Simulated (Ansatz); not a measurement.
`Cl[CH]([GeH3])Br` + H₂O → `OC(Cl)Br` + GeH₄ at 400 K and 1 bar (formal hydrolysis of a C–Ge bond).

Gas-phase electronic energies from Ansatz, PBE0-D4/def2-TZVP geometries. CCSD(T)/CBS adds triple-zeta CCSD(T) − MP2 to the extrapolated MP2 energy (def2 sets, frozen cores). This one scheme is used for every species. For Br, Ge outer-core shells are correlated without core-valence functions, which leaves a few kJ/mol of doubt a bond. Scalar relativity is left out up to krypton. Each species was taken in one conformer, which may not be the lowest.

```json
{"species": "`Cl[CH]([GeH3])Br`", "CCSD(T)/CBS energy (Eh)": "-5149.64977", "H − E (kJ/mol)": "139.4", "S (J/(mol·K))": "382.6"}
{"species": "H₂O", "CCSD(T)/CBS energy (Eh)": "-76.37941", "H − E (kJ/mol)": "69.8", "S (J/(mol·K))": "198.6"}
{"species": "`OC(Cl)Br`", "CCSD(T)/CBS energy (Eh)": "-3147.51471", "H − E (kJ/mol)": "110.6", "S (J/(mol·K))": "331.9"}
{"species": "GeH₄", "CCSD(T)/CBS energy (Eh)": "-2078.49493", "H − E (kJ/mol)": "93.6", "S (J/(mol·K))": "231.8"}
```

H − E and S are ideal-gas, rigid-rotor, harmonic terms from PBE0-D4/def2-TZVP, for one conformer and one mirror image of each species. 1 Eh = 2625.50 kJ/mol, R = 8.31446 J/(mol·K).

**Question.** By hand: ΔE, ΔH, ΔS and ΔG.

**Answer.** ΔE = (-3147.51471) + (-2078.49493) − (-5149.64977) − (-76.37941) = 0.01954 Eh = 51.3 kJ/mol. Δ(H − E) = 110.6 + 93.6 − 139.4 − 69.8 = -5.0, so ΔH = 46.3 kJ/mol. ΔS = 331.9 + 231.8 − 382.6 − 198.6 = -17.5 J/(mol·K). ΔG = 46.3 − 400 × (-17.5)/1000 = 53.3 kJ/mol.

**Question.** By hand: the equilibrium constant, and the temperature at which ΔG would vanish if ΔH and ΔS stayed fixed.

**Answer.** log₁₀ K = −ΔG/(RT ln 10) = -7.0. ΔH and −TΔS have one sign here, so there is no such temperature.

ΔH outweighs TΔS. A doubt of 5 kJ/mol in ΔE shifts log₁₀ K by 0.7 here. Other conformers and mirror images would add mixing entropy, several J/(mol·K) or more a flexible species. These are equilibria of isolated gas molecules and say nothing of rates. Largest T1 diagnostic: 0.012 (customary marks: 0.02 for closed shells, 0.045 for open ones).
